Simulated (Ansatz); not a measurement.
(CdS)n: r2SCAN0-D4/def2-TZVP single points in Ansatz on relaxed structures, gas phase. Core potentials for Cd, no spin–orbit coupling. Binding counts from free atoms in the multiplicity of their measured ground term, without zero-point energy. The structures are stationary points that may keep the symmetry of their start.

(1) Estimate the order by LUMO (eV), lowest first.
A. (CdS)6 prism (Cd6S6) (singlet)
B. (CdS)2 ring (Cd2S2) (singlet)
C. (CdS)6 ring (Cd6S6) (singlet)

(1) B (-3.35), A (-2.84), C (-2.48).

In full:

| species | atoms | state | geometry | HOMO (eV) | LUMO (eV) | gap (eV) | binding per atom (eV) | point group (within 0.1 Å) |
| --- | --- | --- | --- | --- | --- | --- | --- | --- |
| (CdS)2 ring (Cd2S2) | 4 | singlet | r2SCAN-D4/def2-SVP | -6.52 | -3.35 | 3.17 | 1.42 | D2h |
| (CdS)6 ring (Cd6S6) | 12 | singlet | PBE-D4/def2-SVP | -7.32 | -2.48 | 4.84 | 2.06 | C2 |
| (CdS)6 prism (Cd6S6) | 12 | singlet | r2SCAN-D4/def2-SVP | -6.99 | -2.84 | 4.15 | 2.18 | D3d |

The gap (eV) runs from 3.17 ((CdS)2 ring) to 4.84 ((CdS)6 ring). The binding per atom (eV) runs from 1.42 ((CdS)2 ring) to 2.18 ((CdS)6 prism).
